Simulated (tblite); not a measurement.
Parent: `[CH2:1]=[C:2]([C:3]#[N:4])[CH2:5][SiH3:6]` with C1–C2–C5–Si6 99°, C4H7NSi.

Computed geometry: GFN2-xTB, gas phase. One conformer each, not checked by frequencies here.

```tsv
coordinate of the parent	value
C1=C2	1.333 Å
C2–C3	1.416 Å
C3≡N4	1.147 Å
C2–C5	1.491 Å
C5–Si6	1.917 Å
C1–C2–C3	119.6°
C1–C2–C5	124.9°
C3–C2–C5	115.4°
C2–C3–N4	178.9°
C2–C5–Si6	110.7°
```

Q: How does the shared frame change in `[CH2:1]=[C:2]([C:3]#[N:4])[CH2:5][SiH2:6][C:7]([CH3:8])=[O:9]` with C1–C2–C5–Si6 -103°, C2–C5–Si6–C7 62°, C5–Si6–C7–C8 -158°, C6H9NOSi? Atoms pair as C1 = C1, C2 = C2, C3 = C3, N4 = N4, C5 = C5, Si6 = Si6 (parent first).

A: 
| parent | relative | value in the relative | change |
| --- | --- | --- | --- |
| C1=C2 | C1=C2 | 1.332 Å | -0.001 |
| C2–C3 | C2–C3 | 1.416 Å | 0.000 |
| C3≡N4 | C3≡N4 | 1.147 Å | 0.000 |
| C2–C5 | C2–C5 | 1.496 Å | +0.005 |
| C5–Si6 | C5–Si6 | 1.911 Å | -0.006 |
| C1–C2–C3 | C1–C2–C3 | 120.3° | +0.7 |
| C1–C2–C5 | C1–C2–C5 | 124.5° | -0.4 |
| C3–C2–C5 | C3–C2–C5 | 115.2° | -0.2 |
| C2–C3–N4 | C2–C3–N4 | 178.6° | -0.3 |
| C2–C5–Si6 | C2–C5–Si6 | 111.1° | +0.4 |

Of the parent's bonds, C2–C5 and C5–Si6 change most and about equally (-0.006 to +0.005 Å). Bonds of the relative outside the shared frame: Si6–C7 1.933, C7–C8 1.503, C7=O9 1.210 Å. Point group C1 → C1.

Q: How does the shared frame change in `[CH2:1]=[C:2]([C:3]#[N:4])[CH2:5][SiH2:6][F:7]` with C1–C2–C5–Si6 -109°, C2–C5–Si6–F7 175°, C4H6FNSi? Atoms pair as C1 = C1, C2 = C2, C3 = C3, N4 = N4, C5 = C5, Si6 = Si6 (parent first).

A: 
```csv
parent,relative,value in the relative,change
C1=C2,C1=C2,1.332 Å,-0.001
C2–C3,C2–C3,1.417 Å,+0.001
C3≡N4,C3≡N4,1.146 Å,-0.001
C2–C5,C2–C5,1.494 Å,+0.003
C5–Si6,C5–Si6,1.909 Å,-0.008
C1–C2–C3,C1–C2–C3,119.7°,+0.1
C1–C2–C5,C1–C2–C5,124.9°,0.0
C3–C2–C5,C3–C2–C5,115.4°,0.0
C2–C3–N4,C2–C3–N4,179.1°,+0.2
C2–C5–Si6,C2–C5–Si6,112.0°,+1.3
```

Of the parent's bonds, C5–Si6 changes most (-0.008 Å). Bonds of the relative outside the shared frame: Si6–F7 1.611 Å. Point group C1 → C1.

Q: How does the shared frame change in `[CH2:1]=[C:2]([C:3]#[N:4])[CH2:5][SiH2:6][C:7](=[O:8])[O:9][CH3:10]` with C1–C2–C5–Si6 106°, C2–C5–Si6–C7 -174°, C5–Si6–C7–O8 14°, Si6–C7–O9–C10 -179°, C6H9NO2Si? Atoms pair as C1 = C1, C2 = C2, C3 = C3, N4 = N4, C5 = C5, Si6 = Si6 (parent first).

A: 
```
   parent   relative  value in the relative  change
    C1=C2      C1=C2                1.332 Å  -0.001
    C2–C3      C2–C3                1.416 Å   0.000
    C3≡N4      C3≡N4                1.146 Å  -0.001
    C2–C5      C2–C5                1.493 Å  +0.002
   C5–Si6     C5–Si6                1.911 Å  -0.006
 C1–C2–C3   C1–C2–C3                 119.6°     0.0
 C1–C2–C5   C1–C2–C5                 124.9°     0.0
 C3–C2–C5   C3–C2–C5                 115.5°    +0.1
 C2–C3–N4   C2–C3–N4                 179.3°    +0.4
C2–C5–Si6  C2–C5–Si6                 111.4°    +0.7
```

Of the parent's bonds, C5–Si6 changes most (-0.006 Å). Bonds of the relative outside the shared frame: Si6–C7 1.918, C7=O8 1.206, C7–O9 1.335, O9–C10 1.426 Å. Point group C1 → C1.

Q: How does the shared frame change in `[CH2:1]=[C:2]([C:3]#[N:4])[CH2:5][SiH2:6][C:7](=[O:8])[OH:9]` with C1–C2–C5–Si6 102°, C2–C5–Si6–C7 -65°, C5–Si6–C7–O8 -16°, Si6–C7–O9–H 180°, C5H7NO2Si? Atoms pair as C1 = C1, C2 = C2, C3 = C3, N4 = N4, C5 = C5, Si6 = Si6 (parent first).

A: 
| parent | relative | value in the relative | change |
| --- | --- | --- | --- |
| C1=C2 | C1=C2 | 1.332 Å | -0.001 |
| C2–C3 | C2–C3 | 1.416 Å | 0.000 |
| C3≡N4 | C3≡N4 | 1.147 Å | 0.000 |
| C2–C5 | C2–C5 | 1.498 Å | +0.007 |
| C5–Si6 | C5–Si6 | 1.913 Å | -0.004 |
| C1–C2–C3 | C1–C2–C3 | 120.0° | +0.4 |
| C1–C2–C5 | C1–C2–C5 | 124.5° | -0.4 |
| C3–C2–C5 | C3–C2–C5 | 115.4° | 0.0 |
| C2–C3–N4 | C2–C3–N4 | 179.0° | +0.1 |
| C2–C5–Si6 | C2–C5–Si6 | 110.9° | +0.2 |

Of the parent's bonds, C2–C5 changes most (+0.007 Å). Bonds of the relative outside the shared frame: Si6–C7 1.923, C7=O8 1.206, C7–O9 1.337 Å. Point group C1 → C1.

Q: How does the shared frame change in `[CH2:1]=[C:2]([C:3]#[N:4])[CH2:5][SiH2:6][O:7][CH:8]=[O:9]` with C1–C2–C5–Si6 100°, C2–C5–Si6–O7 -179°, C5–Si6–O7–C8 176°, Si6–O7–C8–O9 -1°, C5H7NO2Si? Atoms pair as C1 = C1, C2 = C2, C3 = C3, N4 = N4, C5 = C5, Si6 = Si6 (parent first).

A: 
| parent | relative | value in the relative | change |
| --- | --- | --- | --- |
| C1=C2 | C1=C2 | 1.332 Å | -0.001 |
| C2–C3 | C2–C3 | 1.416 Å | 0.000 |
| C3≡N4 | C3≡N4 | 1.146 Å | -0.001 |
| C2–C5 | C2–C5 | 1.492 Å | +0.001 |
| C5–Si6 | C5–Si6 | 1.905 Å | -0.012 |
| C1–C2–C3 | C1–C2–C3 | 119.6° | 0.0 |
| C1–C2–C5 | C1–C2–C5 | 124.9° | 0.0 |
| C3–C2–C5 | C3–C2–C5 | 115.5° | +0.1 |
| C2–C3–N4 | C2–C3–N4 | 179.1° | +0.2 |
| C2–C5–Si6 | C2–C5–Si6 | 109.9° | -0.8 |

Of the parent's bonds, C5–Si6 changes most (-0.012 Å). Bonds of the relative outside the shared frame: Si6–O7 1.672, O7–C8 1.311, C8=O9 1.192 Å. Point group C1 → C1.
